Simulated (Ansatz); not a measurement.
`C[SiH](O)[SiH3]` + NH₃ → `C[SiH](N)O` + SiH₄ at 400 K and 1 bar (cleavage of the Si–Si bond).

Isolated molecules relaxed with PBE0-D4/def2-TZVP in Ansatz; ΔE leaves out vibrations. CBS: MP2 limit from def2 TZ/QZ plus the TZ coupled-cluster correction, frozen cores. This one scheme is used for every species. Each species was taken in one conformer, which may not be the lowest.

```
          species  CCSD(T)/CBS energy (Eh)  H − E (kJ/mol)  S (J/(mol·K))
`C[SiH](O)[SiH3]`               -696.24702           258.4          399.9
              NH₃                -56.50880           104.2          203.1
     `C[SiH](N)O`               -461.32134           258.5          364.5
             SiH₄               -291.46306            96.9          218.6
```

H − E and S are ideal-gas, rigid-rotor, harmonic terms from PBE0-D4/def2-TZVP, for one conformer and one mirror image of each species. 1 Eh = 2625.50 kJ/mol, R = 8.31446 J/(mol·K).

Question: By hand: ΔE, ΔH, ΔS and ΔG.

Answer: ΔE = (-461.32134) + (-291.46306) − (-696.24702) − (-56.50880) = -0.02858 Eh = -75.0 kJ/mol. Δ(H − E) = 258.5 + 96.9 − 258.4 − 104.2 = -7.2, so ΔH = -82.2 kJ/mol. ΔS = 364.5 + 218.6 − 399.9 − 203.1 = -19.9 J/(mol·K). ΔG = -82.2 − 400 × (-19.9)/1000 = -74.2 kJ/mol.

Question: By hand: the equilibrium constant, and the temperature at which ΔG would vanish if ΔH and ΔS stayed fixed.

Answer: log₁₀ K = −ΔG/(RT ln 10) = 9.7. ΔG = 0 at ΔH/ΔS = 4131 K, far beyond where these terms or the molecules hold.

ΔH outweighs TΔS. A doubt of 5 kJ/mol in ΔE shifts log₁₀ K by 0.7 here. Other conformers and mirror images would add mixing entropy, several J/(mol·K) or more a flexible species. These are equilibria of isolated gas molecules and say nothing of rates. Largest T1 diagnostic: 0.012 (customary marks: 0.02 for closed shells, 0.045 for open ones).
